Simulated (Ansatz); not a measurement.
Calculated with Ansatz (gas phase, PBE0-D4/def2-TZVP geometries, no zero-point term in ΔE). CCSD(T)/CBS adds triple-zeta CCSD(T) − MP2 to the extrapolated MP2 energy (def2 sets, frozen cores). This one scheme is used for every species. Double bonds are as drawn, so ΔE can hold a change between cis and trans. Functionals use def2-TZVPP. For Se outer-core shells are correlated without core-valence functions, which leaves a few kJ/mol of doubt a bond. Scalar relativity is left out up to krypton. One conformer a species, not always the lowest.

`B/C=C/CCl` + `[SiH3][SeH]` → `B/C=C/[Se][SiH3]` + `CCl`  (substitution at a C–C bond)

`B/C=C/CCl`:

```xyz
11

B    -1.196    1.659    0.720
C    -0.825    0.298    0.124
C     0.460   -0.077    0.028
C     0.921   -1.388   -0.490
Cl    2.074   -1.150   -1.837
H    -0.317    2.397    1.064
H    -2.335    2.000    0.853
H    -1.581   -0.404   -0.226
H     1.243    0.603    0.355
H     0.096   -1.991   -0.867
H     1.460   -1.947    0.276
```

`[SiH3][SeH]`:

```xyz
6

Si   -0.445   -0.278    0.238
Se    1.705    0.021   -0.459
H    -0.825    0.717    1.271
H    -0.470   -1.643    0.816
H    -1.399   -0.189   -0.896
H     1.434    1.371   -0.970
```

`B/C=C/[Se][SiH3]`:

Cartesian coordinates in Å:
```
B -2.079 -1.252 -1.371
C -1.307 -1.227 -0.058
C -0.303 -0.344 0.092
Se 0.743 -0.192 1.652
Si 2.103 1.506 0.953
H -2.980 -2.018 -1.555
H -1.771 -0.484 -2.239
H -1.536 -1.897 0.768
H -0.055 0.336 -0.719
H 2.858 1.097 -0.257
H 1.303 2.718 0.649
H 3.024 1.757 2.086
```

`CCl`:

Cartesian coordinates in Å:
```
C 0.055 0.040 -0.129
Cl -0.618 -0.447 1.437
H -0.108 -0.764 -0.843
H 1.120 0.225 -0.007
H -0.449 0.945 -0.458
```

| level | ΔE (kJ/mol) | difference from CCSD(T)/CBS |
| --- | --- | --- |
| r2SCAN-D4 | -4.8 | -7.3 |
| PBE0-D4 | -1.3 | -3.8 |
| ωB97X-V | 5.9 | 3.4 |
| ωB97M-V | 5.7 | 3.2 |
| B2PLYP | -0.4 | -2.9 |
| PBE0 | 0.6 | -1.9 |
| CCSD/def2-TZVPP | 5.7 | 3.2 |
| MP2/def2-QZVPP | -3.2 | -5.7 |
| HF/CBS(def2) | 16.8 | 14.3 |
| MP2/CBS(def2) | -2.9 | -5.4 |
| CCSD(T)/CBS | 2.5 | 0 |

Largest T1 diagnostic among the species: 0.012.

The D4 term adds −3.5 kJ/mol with B3LYP and −1.9 kJ/mol with PBE0; it sums over pairs of atoms, weighted by their polarisabilities, and B3LYP, whose exchange is more repulsive, gets the larger term. From PBE to PBE0 (25 % exact exchange), in def2-TZVPP and without D4, ΔE moves by +7.3 kJ/mol. In def2-TZVPP, CCSD(T) changes the Hartree–Fock value by −14.9 kJ/mol (the triples alone add −3.7 kJ/mol) and MP2 by −20.3 kJ/mol.

CCSD(T)/CBS has its own doubt, a few kJ/mol and more with outer-core shells, so smaller differences from it don't rank the levels.

B3LYP here is the variant with VWN-RPA as its local correlation; programs differ in this.
